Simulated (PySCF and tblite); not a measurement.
Results of a calculation; reference values are marked as such.
2,2-difluorocyclohexanone, C6H8F2O, numbered as in [O:1]=[C:2]1[CH2:3][CH2:4][CH2:5][CH2:6][C:7]1([F:8])[F:9].

Conformers came from 60 starts (ETKDG and KDG, MMFF94s, GFN2-xTB); geometries are GFN2-xTB. Energies: PBE0-D3(BJ)/pcSseg-1, with GFN2-xTB thermal terms (modes under about 100 cm⁻¹ blended into free rotors). Symmetry numbers and mirror images are counted. Conformers within 3 kcal/mol (GFN2-xTB free energy) were kept, 10 at most. GIAO shieldings: PBE0/pcSseg-1. Shifts are against TMS (¹H), TMS (¹³C), CFCl3 (¹⁹F) at the same level. Programs: PySCF with density fitting and tblite.

Problem. List the conformer-averaged shifts at 298.15 K.

Solution. ¹H: 2.66 (H3, 2H), 2.19 (H6, 2H), 1.89 (H5, 2H), 1.85 (H4, 2H) ppm. ¹³C: 206.8 (C2), 124.2 (C7), 43.9 (C3), 43.2 (C6), 32.5 (C4), 26.2 (C5) ppm. ¹⁹F: -133.6 (F8/F9) ppm.

Problem. How do the conformers differ?

Solution. The 6-ring runs over atoms 2–3–4–5–6–7. Of a mirror pair one member is shown.
| conformer | shape | weight % |
| --- | --- | --- |
| 1 | 6-ring chair (F9 axial) | 99.9 |
| 2 | 6-ring twist-boat (ring torsions -34, 69, -34, -28, 63, -29°) | 0.1 |

| signal | 1 | 2 | average |
| --- | --- | --- | --- |
| H3 | 2.66 | 2.64 | 2.66 |
| H4 | 1.85 | 2.03 | 1.85 |
| H5 | 1.89 | 1.55 | 1.89 |
| H6 | 2.19 | 2.43 | 2.19 |
| C2 | 206.8 | 208.1 | 206.8 |
| C3 | 43.9 | 41.1 | 43.9 |
| C4 | 32.5 | 24.3 | 32.5 |
| C5 | 26.2 | 23.9 | 26.2 |
| C6 | 43.3 | 40.5 | 43.2 |
| C7 | 124.2 | 123.3 | 124.2 |
| F8/F9 | -133.6 | -123.5 | -133.6 |

Unscaled ¹⁹F shifts at such levels can be off by tens of ppm; differences between conformers or isomers are more reliable. Shifts are unscaled: against experiment ¹³C can be off by 15 ppm or more and ¹H by 0.8 ppm.


Conformer gaps in pcSseg-1 on xTB geometries can be 2 kcal/mol off for S=O, P=O and other polar bonds.